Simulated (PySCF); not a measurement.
# Unknown compound

Molecular formula: C9H10. Simulated spectra:

1H NMR (300 MHz, computed): δ 6.34 (m, 1H), 6.33 (m, 1H), 6.31 (m, 1H), 6.21 (m, 1H), 6.16 (m, 1H), 4.89 (m, 1H), 4.83 (m, 1H), 2.09 (s, 3H).

13C{1H} NMR (computed): δ 154.6 (C), 149.6 (C), 142.5 (CH), 138.1 (CH), 137.7 (CH), 134.1 (CH), 133.3 (CH), 116.5 (CH2), 29.0 (CH3).

All values are calculated (PySCF): GFN2-xTB structure, PBE0/pcSseg-1 with gauge-including orbitals. One computed conformer, gas phase, non-relativistic, rapidly exchanging positions averaged.

References, each an isolated molecule treated in the same way: 1H (σ = 31.72 ppm), 13C (σ = 186.93 ppm) vs TMS.

Choose the structure that fits.
A. C=C1C=CC=CC=C1C
B. C=C(C)c1ccccc1
C. C=C(C)/C=C/C1=CC1=C
D. C#C/C(C)=C1/CCC1=C
E. c1ccc2c(c1)CCC2
F. C=CC/C=C1/C=CC1=C

## Answers

A. 

Rings plus π bonds: 5 (1 ring in the answer). 9 carbon signals for 9 carbons: no two carbons are equivalent. Carbon types of the structure: 2 × C, 5 × CH, 1 × CH2, 1 × CH3, which accounts for all hydrogens. δC 154.6, 149.6: fully substituted alkene carbon; as expected for a trigonal carbon in a double bond. δC 142.5, 138.1, 137.7, 134.1, 133.3: alkene CH; as expected for a trigonal carbon in a double bond. δC 116.5: terminal =CH2 carbon; the olefinic region. δC 29.0: allylic methyl carbon; aliphatic region, no heteroatom directly attached. δH 4.89, 4.83: hydrogen on a terminal =CH2 carbon; a vinylic proton, deshielded by the sp2 carbon and the C=C anisotropy.

The others: C=C(C)/C=C/C1=CC1=C has carbons computed at 155.5, 150.0, 144.6, 134.1, 131.8, 125.4, 117.3, 66.8, 21.0, with a different DEPT pattern; c1ccc2c(c1)CCC2 would give 5 carbon signals, not 9; C=C(C)c1ccccc1 would give 7 carbon signals, not 9; C#C/C(C)=C1/CCC1=C would give 6 signals for carbon-bound and other non-exchanging H, not 8; C=CC/C=C1/C=CC1=C would give 9 signals for carbon-bound and other non-exchanging H, not 8.

Shifts are as computed. Against solution values, carbons near 30 ppm lie about +3 ppm off and those near 130 ppm about +5 ppm. Of 1211 compounds with measured shifts, 218 miss one by over three times the rms of a fit or turn the order of signals round; such compounds aren't used in these exercises. Multiplicities follow the n + 1 count of equivalent neighbours, as no J values were calculated; m marks all less simple cases, F and P coupling included.
